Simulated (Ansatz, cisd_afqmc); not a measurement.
Species: H3BO, charge 0, singlet. H3BO (SMILES BO).
B3LYP-D3(BJ)/def2-TZVP minimum from Ansatz (a program for electronic structure):
```
B
O 1 1.3512
H 2 0.9632 1 114.11
H 1 1.1918 2 116.77 3 180.00
H 1 1.1973 4 122.56 2 -180.00
```
Charge 0, spin multiplicity 1.

Wanted: atomisation energy (electronic, to ground-state atoms), in kJ/mol. Open shells are spin-unrestricted; no spin-orbit coupling. Correlated methods leave the cores frozen. Rows without X2C or -DK are non-relativistic. AFQMC is phaseless with a CISD trial state; ± is one standard error, without the phaseless bias. Outlying blocks are dropped, and bars are widened where a walk drifts. Over all cases where full CI ran beside it in this data, AFQMC minus full CI had a median of +0.1 mEh and passed +0.4 mEh in a tenth of the cases. CBS(X,Y): correlation extrapolated as X^-3, Hartree-Fock from the larger set (Q,5: extrapolated as (X+1)exp(-9√X)). A bracket is a step between two methods taken in the basis named. Functionals run without relativity, which enters their misses. 'core' is core correlation in cc-pwCVTZ, 'X2C' scalar relativity in cc-pVTZ-DK, both at CCSD(T). For partners of very few electrons the exact lower level stands in for a higher one.

```tsv
level	program	atomisation energy (kJ/mol)	difference against the last row
HF/cc-pVTZ	Ansatz	1379.0	-442.2
r2SCANh/def2-TZVPD	Ansatz	1809.8	-11.4
wB97M-V/def2-TZVPD	Ansatz	1825.1	3.9
CCSD/cc-pVDZ	Ansatz	1675.8	-145.4
CCSDT(Q)/cc-pVDZ	Ansatz	1690.4	-130.8
CCSDT(Q)/cc-pVTZ	Ansatz	1779.2	-42.0
CCSDTQ/cc-pVDZ	Ansatz	1690.2	-131.0
AFQMC/CISD/cc-pVDZ	cisd_afqmc	1690.5 ± 0.9	-130.7
CCSD(T)/CBS(cc-pVQZ,cc-pV5Z) + [CCSDTQ - CCSD(T)]/cc-pVDZ + core + X2C	Ansatz	1822.4	1.2
CCSD(T)/CBS(cc-pVQZ,cc-pV5Z) + [CCSDT(Q) - CCSD(T)]/cc-pVTZ + [CCSDTQ - CCSDT(Q)]/cc-pVDZ + core + X2C	Ansatz	1821.2	0.0
```
